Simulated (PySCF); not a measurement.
```xyz
3
charge -1 multiplicity 1, angstrom
Ag    0.0000    0.0000    0.0000
Br    2.5152    0.0000    0.0000
Br   -2.5152    0.0000    0.0000
```

Level of theory: PySCF, B3LYP, basis Ag def2-SVPD with ECP28, Br def2-SVPD (scalar-relativistic core potentials, no spin–orbit coupling, density fitting).

This geometry of AgBr₂⁻ is a stationary point at this level.

(1) What is the point group?

(2) Is it a minimum?

(3) List the harmonic modes with their infrared intensities.

(4) Give the atomic charges and bond orders.

## Answers

(1) D∞h.

(2) Yes: all harmonic wavenumbers are real.

(3) 
```json
{"symmetry": "πu", "ω (cm⁻¹)": "64", "IR (km/mol, summed over degenerate members)": "7.9"}
{"symmetry": "σg+", "ω (cm⁻¹)": "155", "IR (km/mol, summed over degenerate members)": "0.0"}
{"symmetry": "σu+", "ω (cm⁻¹)": "237", "IR (km/mol, summed over degenerate members)": "37.6"}
```

(4) 
```csv
atom,Mulliken,Löwdin,polar tensor,Mayer order to Ag1
Ag1,0.31,-0.11,0.46,–
"Br2,3",-0.65,-0.44,-0.73,0.56
```

Other isomers or separated fragments may lie lower. The lowest empty level of this anion is unbound, so it and the gap depend on the basis.
